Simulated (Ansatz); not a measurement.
`B[SiH2]B(C)[SiH3]` + `O[SiH2]F` → `B[SiH2]O[SiH2]F` + `CB[SiH3]`  (cleavage of the Si–B bond)

Gas-phase electronic energies from Ansatz, PBE0-D4/def2-TZVP geometries. CCSD(T)/CBS adds triple-zeta CCSD(T) − MP2 to the extrapolated MP2 energy (def2 sets, frozen cores). Functionals use def2-TZVPP. One conformer a species, not always the lowest.

`B[SiH2]B(C)[SiH3]`:

Z-matrix (Å, degrees):
```
Si
B 1 2.028
B 1 1.996 2 99.3
H 1 1.492 2 110.3 3 118.4
H 1 1.490 2 111.8 3 -119.7
Si 2 2.015 1 117.0 3 101.1
C 2 1.554 1 120.6 3 -75.3
H 3 1.196 1 120.4 2 87.9
H 3 1.196 1 121.4 2 -85.9
H 6 1.494 2 106.6 1 78.9
H 6 1.492 2 114.4 1 -162.1
H 6 1.490 2 112.0 1 -38.2
H 7 1.106 2 103.2 1 92.9
H 7 1.093 2 114.8 1 -153.5
H 7 1.092 2 116.2 1 -23.0
```

`O[SiH2]F`:

```xyz
6

O    -0.719    1.043    0.120
Si    0.345   -0.188    0.029
F     0.444   -0.748   -1.462
H    -1.656    0.856    0.045
H     1.658    0.371    0.399
H    -0.072   -1.334    0.869
```

`B[SiH2]O[SiH2]F`:

```xyz
11

B    -0.126   -0.155    2.038
Si    0.630   -1.071    0.424
O     0.219   -0.386   -1.021
Si   -0.451    0.904   -1.724
F     0.277    2.230   -1.213
H    -0.838    0.804    1.988
H     0.141   -0.589    3.121
H     0.156   -2.484    0.400
H     2.117   -1.092    0.519
H    -1.878    1.028   -1.348
H    -0.248    0.812   -3.183
```

`CB[SiH3]`:

```xyz
10

C     0.238   -1.395   -0.703
B     0.280    0.153   -0.621
Si   -0.408    1.230    0.941
H     1.237   -1.685   -0.328
H     0.181   -1.800   -1.715
H    -0.483   -1.891   -0.052
H     0.788    0.762   -1.523
H     0.596    2.228    1.407
H    -0.822    0.405    2.113
H    -1.607    1.993    0.481
```

(1) Is it downhill or uphill in electronic energy at CCSD(T)/CBS, and by how much? (An estimate is asked.)

(2) What do these levels give: r2SCAN-D4, PBE, HF/def2-TZVPP, CCSD/def2-TZVPP, HF/CBS(def2), MP2/CBS(def2)? (Estimate.)

Largest T1 diagnostic among the species: 0.015.

## Answers

(1) The calculation gave: Downhill: ΔE = -24.5 kcal/mol.

(2) Computed: r2SCAN-D4 -22.1, PBE -18.3, HF/def2-TZVPP -34.6, CCSD/def2-TZVPP -26.1, HF/CBS(def2) -35.3, MP2/CBS(def2) -25.6 kcal/mol.

In def2-TZVPP, CCSD(T) changes the Hartree–Fock value by +10.3 kcal/mol (the triples alone add +1.7 kcal/mol) and MP2 by +9.2 kcal/mol. From PBE to PBE0 (25 % exact exchange), in def2-TZVPP and without D4, ΔE moves by −3.0 kcal/mol.
